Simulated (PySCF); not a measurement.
Computed Raman spectrum (relative Raman activity) of a molecule C5H5Cl. The structure is a stationary point at ωB97X-D3(BJ)/def2-SVP. The values are those of a single conformer. These are ωB97X-D3(BJ)/def2-SVP in PySCF values and carry that method's errors. Frequencies are harmonic and unscaled.

Lines under 2 % of the strongest are left out, and lines within 2 cm⁻¹ are merged.

```json
[
 {"ν (cm⁻¹)": "480", "relative intensity": "3.1"},
 {"ν (cm⁻¹)": "902", "relative intensity": "2.1"},
 {"ν (cm⁻¹)": "973", "relative intensity": "3.3"},
 {"ν (cm⁻¹)": "1116", "relative intensity": "3.8"},
 {"ν (cm⁻¹)": "1125", "relative intensity": "12"},
 {"ν (cm⁻¹)": "1246", "relative intensity": "2.9"},
 {"ν (cm⁻¹)": "1387", "relative intensity": "4.2"},
 {"ν (cm⁻¹)": "1408", "relative intensity": "14"},
 {"ν (cm⁻¹)": "1630", "relative intensity": "48"},
 {"ν (cm⁻¹)": "1707", "relative intensity": "2.9"},
 {"ν (cm⁻¹)": "3084", "relative intensity": "76"},
 {"ν (cm⁻¹)": "3136", "relative intensity": "50"},
 {"ν (cm⁻¹)": "3237", "relative intensity": "49"},
 {"ν (cm⁻¹)": "3259", "relative intensity": "25"},
 {"ν (cm⁻¹)": "3266", "relative intensity": "100"}
]
```

**Question.** Identify the compound among the candidates.
(A) C=CC=C=CCl
(B) ClC1=CCC=C1
(C) ClC1=CC=CC1
(D) C#C/C(Cl)=C\C

**Answer.** C, ClC1=CC=CC1
